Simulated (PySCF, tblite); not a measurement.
A database entry of computed molecular properties. Lists by class give the value and the number of equivalent atoms.

```json
{
 "formula": "C3H4NO3S2",
 "smiles": "C[S@@](=O)[C@@H](C#N)[S@@](=O)[O-]",
 "charge": -1,
 "multiplicity": 1,
 "geometry_level": "GFN2-xTB",
 "atoms_angstrom": [
  ["C", -1.406, -0.271, -0.673],
  ["S", -0.483, 1.224, -0.137],
  ["O", -1.361, 1.895, 0.848],
  ["C", 0.804, 0.316, 0.807],
  ["C", 0.372, -0.765, 1.564],
  ["N", 0.025, -1.695, 2.155],
  ["S", 2.057, -0.135, -0.736],
  ["O", 1.316, -1.175, -1.476],
  ["O", 2.005, 1.182, -1.4],
  ["H", -1.812, -0.776, 0.196],
  ["H", -0.696, -0.902, -1.201],
  ["H", -2.203, 0.054, -1.335],
  ["H", 1.38, 1.049, 1.37]
 ],
 "electronic_structure_code": "PySCF",
 "results": {
  "GFN2-xTB geometry": {
   "point_group": "C1",
   "rotational_constants_GHz": [1.578, 1.125, 0.864]
  },
  "PBE0/pcSseg-1 ground state and GIAO shieldings, non-relativistic": {
   "homo_eV": -1.9,
   "lumo_eV": 3.36,
   "shift_vs_computed_TMS_C_by_class_ppm": [
    [125.4, 1],
    [76.6, 1],
    [49.1, 1]
   ],
   "shift_vs_computed_TMS_H_by_class_ppm": [
    [3.45, 1],
    [2.95, 3]
   ],
   "shielding_other_nuclei_by_class_ppm": [
    ["N", -37.7, 1],
    ["O", 36.5, 2],
    ["O", 265.2, 1],
    ["S", -30.4, 1],
    ["S", 153.1, 1]
   ],
   "charges_hirshfeld_e_by_atom": [-0.15, 0.33, -0.42, -0.11, 0.05, -0.29, 0.26, -0.38, -0.41, 0.03, 0.02, 0.04, 0.04]
  },
  "GFN2-xTB harmonic vibrations, gas phase": {
   "strongest_ir_bands_cm-1_km_per_mol_modes": [
    [439.5, 119.0, 1],
    [703.2, 124.8, 1],
    [1054.9, 222.5, 1],
    [1093.5, 344.5, 1],
    [1114.7, 434.6, 1],
    [2319.0, 579.8, 1]
   ],
   "zpe_kcal_per_mol": 46.3
  }
 }
}
```

The rotational constants make it an asymmetric top with κ = (2B − A − C)/(A − C) = -0.27, nearer the prolate limit (−1). With B = h/(8π²I), that is 505.379 GHz u Å² over I, the principal moments of inertia are 320.3, 449.2 and 584.7 u Å² (most abundant isotopes). The zero-point energy, half the sum of the 33 harmonic wavenumbers, equals 16200 cm⁻¹ or 194 kJ/mol.

One conformer (not necessarily the lowest) at the GFN2-xTB geometry, without solvent or vibrations. NMR classes are plain means over equivalent atoms (diastereotopic ones count apart unless rotation or inversion swaps them), as if these changed places fast; in this geometry the members of some classes differ. No diffuse functions stand in pcSseg-1, which bears on an anion's orbital energies.

Conformer computed: `[CH3:1][S@@:2](=[O:3])[C@@H:4]([C:5]#[N:6])[S@@:7](=[O:8])[O-:9]`: C1–S2–C4–C5 -41°, S2–C4–S7–O8 -72°.
